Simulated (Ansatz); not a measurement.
The pair A = CF4 (SMILES FC(F)(F)F) (first 5 atoms), B = H2 (SMILES [H][H]); geometry from B3LYP-D3(BJ)/def2-TZVP.
(charge 0, multiplicity 1):
```xyz
7

F     -0.705     1.007     0.346
C     -0.010    -0.008    -0.148
F     -0.014     0.057    -1.473
F      1.239     0.055     0.293
F     -0.559    -1.151     0.239
H     -0.273     0.243     3.355
H      0.322    -0.203     3.389
```

Frozen-core correlation.

Codes used: Ansatz (a first-principles code) with Gaussian orbitals. Values without a source in brackets are computed.

Total energies (hartree), monomers frozen at their geometry in the pair:

```
structure              HF/aug-cc-pVDZ  B3LYP/def2-TZVPPD  CCSD(T)/aug-cc-pVDZ
---------------------  --------------  -----------------  -------------------
AB                       -436.8221213       -438.8687491         -437.8316188
A in the pair's basis    -435.6934980       -437.6890236         -436.6664027
B in the pair's basis      -1.1288607         -1.1800298           -1.1648392
A                        -435.6933590       -437.6889975         -436.6660006
B                          -1.1288130         -1.1800209           -1.1646881
```

Question: Work out the interaction energy without and with the counterpoise correction, and the superposition error, for each level.

Answer: 
E(AB) − E(A) − E(B), times 627.509 kcal/mol, with the monomers in their own basis and then in the pair's basis:
- HF/aug-cc-pVDZ: 0.03 uncorrected, 0.15 corrected; the monomers gain 0.12 kcal/mol from borrowed functions
- B3LYP/def2-TZVPPD: 0.17 uncorrected, 0.19 corrected; the monomers gain 0.02 kcal/mol from borrowed functions
- CCSD(T)/aug-cc-pVDZ: -0.58 uncorrected, -0.24 corrected; the monomers gain 0.35 kcal/mol from borrowed functions
